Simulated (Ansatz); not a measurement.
C$_{7}$H$_{8}$O, charge -1, doublet, geometry from GFN2-xTB (a state made from the parent by changing its charge; the spin is typed, not shown lowest) (a gas-phase anion, which may not be bound at this level); MP2/3-21G in Ansatz (an electronic-structure program).

Input for Ansatz:
Ansatz 0.2 input:
```yaml
crystal:
  periodic: [false, false, false]
  atoms:
    - {symbol: C, position_ang: [-2.77121118, 0.23994044, -0.12958900]}
    - {symbol: O, position_ang: [-1.72656556, -0.47586576, -0.69640917]}
    - {symbol: C, position_ang: [-0.41480403, -0.18609183, -0.23796529]}
    - {symbol: C, position_ang: [0.57638089, -0.93693092, -0.84633274]}
    - {symbol: C, position_ang: [1.95745203, -0.72101169, -0.45145035]}
    - {symbol: C, position_ang: [2.23818130, 0.22105693, 0.51308302]}
    - {symbol: C, position_ang: [1.24591567, 0.96727554, 1.11675891]}
    - {symbol: C, position_ang: [-0.14392109, 0.75840415, 0.72765808]}
    - {symbol: H, position_ang: [-3.69040157, -0.11864350, -0.60395580]}
    - {symbol: H, position_ang: [-2.84707108, 0.07724334, 0.95580377]}
    - {symbol: H, position_ang: [-2.68021740, 1.32166249, -0.30819494]}
    - {symbol: H, position_ang: [0.32250921, -1.66874338, -1.60032154]}
    - {symbol: H, position_ang: [2.74106856, -1.30475941, -0.92271470]}
    - {symbol: H, position_ang: [3.27619734, 0.38445309, 0.81097107]}
    - {symbol: H, position_ang: [1.47210552, 1.70835316, 1.87621521]}
    - {symbol: H, position_ang: [-0.90962762, 1.35150459, 1.21049448]}
basis:
  gaussian:
    orbitals: 3-21G.json
total_charge: -1
magnetization: {spin_polarized: true, initial_magnetization: 1}
correlation: {method: mp2}
```
The basis file holds 3-21G in the JSON format of the Basis Set Exchange.

It wrote (shortened):

```
Functional definition: HF
1152 factors; integrals over basis functions are off by at most 9.3e-4 eV
mean field evaluation 1: about -9317.5014 eV, gradient 2.2e1 eV
mean field evaluation 2: about -9318.3248 eV, gradient 2.3e1 eV
mean field evaluation 4: about -9321.6306 eV, gradient 3.1e0 eV
mean field evaluation 8: about -9321.7600 eV, gradient 3.1e-1 eV
mean field evaluation 16: about -9321.7641 eV, gradient 1.8e-5 eV
mean field evaluation 32: about -9321.4301 eV, gradient 1.7e0 eV
mean field -9321.76412122 eV, -342.5685129360 hartree, gradient 2.4e-6 eV, S^2 0.845701; 5 other end points of the search recorded, 0 dependent functions left out
8 core orbitals not correlated
reference -9321.76412122 eV, -342.5685129360 hartree; 22, 21 occupied and 58, 59 virtual orbitals, 1152 factors
second order -19.36956355 eV of doubles, -0.00000000 eV of singles
Total energy: -9341.13368476 eV, -343.2803312671 hartree
```
